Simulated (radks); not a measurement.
The nickel ion Ni2+ inside a hard spherical wall (all orbitals vanish at R), configuration held at [Ar] 3d8 and not refilled when levels cross. All-electron calculation, scalar-relativistic Kohn-Sham, LDA (Slater exchange, Perdew-Wang correlation), spin-polarised, spherical densities, point nucleus; open shells are filled with parallel spins first. Program: a radial shooting solver on a logarithmic mesh with Libxc functionals. Eigenvalues in eV for spin up, with the zero of energy where the potential of the charges vanishes at infinity; a dash marks a level that is unbound or too diffuse for the functional's potential to be trusted. A positive occupied level is held by the wall or, in an anion where self-interaction has pushed it up, behind a barrier. The pressure on the wall is -dE/dV.

| R (bohr) | E (hartree) | kinetic (hartree) | e(2p) | e(3s) | e(3p) | e(3d) | e(4s, empty) | e(4p, empty) | pressure (GPa) |
|---|---|---|---|---|---|---|---|---|---|
| free | -1517.09463 | 1537.536 | -863.95 | -131.25 | -92.005 | -29.581 | -22.096 | -15.227 | 0 |
| 20 | -1517.09463 | 1537.536 | -863.95 | -131.25 | -92.005 | -29.581 | -22.096 | -15.227 | < 0.0001 |
| 15 | -1517.09463 | 1537.536 | -863.95 | -131.25 | -92.005 | -29.581 | -22.096 | -15.227 | < 0.0001 |
| 12 | -1517.09463 | 1537.536 | -863.95 | -131.25 | -92.005 | -29.581 | -22.096 | -15.227 | < 0.0001 |
| 6 | -1517.09454 | 1537.537 | -863.94 | -131.25 | -91.998 | -29.574 | -22.050 | -15.015 | 0.0141 |
| 5 | -1517.09359 | 1537.548 | -863.88 | -131.19 | -91.943 | -29.521 | -21.793 | -14.345 | 0.238 |
| 4 | -1517.08301 | 1537.634 | -863.40 | -130.78 | -91.544 | -29.128 | -20.307 | -11.692 | 4.06 |
| 3.5 | -1517.05641 | 1537.812 | -862.52 | -130.05 | -90.837 | -28.407 | -17.870 | -8.085 | 17.4 |
| 3 | -1516.96814 | 1538.317 | -860.34 | -128.34 | -89.166 | -26.630 | -12.093 | -0.415 | 79.6 |
| 2.5 | -1516.65697 | 1539.888 | -854.93 | -124.34 | -85.231 | -22.196 | 2.340 | 17.064 | 422 |
| 1.5 | -1508.63408 | 1573.178 | -794.12 | -82.571 | -41.285 | 28.492 | 173.22 | 195.44 | 30600 |
